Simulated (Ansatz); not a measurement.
Cu₂I₃: single points at one geometry.

```yaml
crystal:
  periodic: [false, false, false]
  atoms:
    - {symbol: Cu, position_ang: [1.240265, 0.382571, -0.311865]}
    - {symbol: Cu, position_ang: [-0.998399, 0.554190, 0.693655]}
    - {symbol: I, position_ang: [1.167292, -1.817379, -1.406592]}
    - {symbol: I, position_ang: [-2.040540, -1.572179, 0.033937]}
    - {symbol: I, position_ang: [0.631383, 2.452798, 0.990875]}
basis:
  gaussian: {orbitals: def2-TZVP, initial_orbitals: start.molden}
magnetization: {spin_polarized: true, initial_magnetization: 1}
hamiltonian: {xc: hse06, dispersion: d4}
scf: {omitted_lower_state_checks: [starts]}
output: {orbitals: {seedname: orbitals}}
```

The file start.molden holds the orbitals of an earlier run on this structure, at another level or in another basis.

```sh
$ ansatz run in.yaml --threads 4 --pin off --events-out ev --progress --plain --max-ram 4787MiB
```

Output, abridged:

```
Functional definition: HSE06
2386 factors; integrals over basis functions are off by at most 2.9e-4 eV
88 factors; integrals over basis functions are off by at most 9.6e-7 eV
mean field evaluation 1: about -113577.6271 eV, gradient 7.5e-1 eV
mean field evaluation 2: about -113577.6303 eV, gradient 3.9e-3 eV
mean field evaluation 4: about -113577.8276 eV, gradient 1.5e-3 eV
mean field -113577.82758607 eV, -4173.9081779716 hartree, gradient 2.4e-5 eV, S^2 0.755092; 0 other end points of the search recorded, 0 dependent functions left out
reference -113577.82762671 eV, -4173.9081794648 hartree; 67, 66 occupied and 173, 174 virtual orbitals, 2386 factors
Total energy: -113578.12640513 eV, -4173.9191593695 hartree
Checks for a lower state left out: starts
```

It took 10 s on 4 threads of Intel Xeon 6975P-C on a shared host, peak host memory 1.4 GiB.

First input, but with `hamiltonian: {xc: r2scan, dispersion: d4}` (abridged; 9 s):

```
Functional definition: r2SCAN
mean field -113599.49235651 eV, -4174.7043436002 hartree, gradient 2.1e-5 eV, S^2 0.754213
Total energy: -113599.56278539 eV, -4174.7069318140 hartree
Checks for a lower state left out: starts
```

The first input with `hamiltonian: {xc: pbe0, dispersion: d4}` (abridged; 10 s):

```
Functional definition: PBE0
mean field -113578.09900153 eV, -4173.9181523058 hartree, gradient 3.3e-5 eV, S^2 0.755335
Total energy: -113578.40474873 eV, -4173.9293883079 hartree
Checks for a lower state left out: starts
```

As the first input, with `gaussian: {orbitals: def2-SVP, initial_orbitals: start.molden}`, `hamiltonian: {xc: pbe, dispersion: d4}` (abridged; 2.5 s):

```
Functional definition: PBE
mean field -113562.02497816 eV, -4173.3274428423 hartree, gradient 1.9e-5 eV, S^2 0.751136
Total energy: -113562.37312829 eV, -4173.3402371235 hartree
Checks for a lower state left out: starts
```

Geometry: B3LYP-D4/def2-SVP.

In the def2 sets I takes a core potential; there is no spin–orbit coupling. HSE06 is defined as in plane-wave codes, on full-range PBE exchange. The structure comes from a short search, and lower isomers may exist.
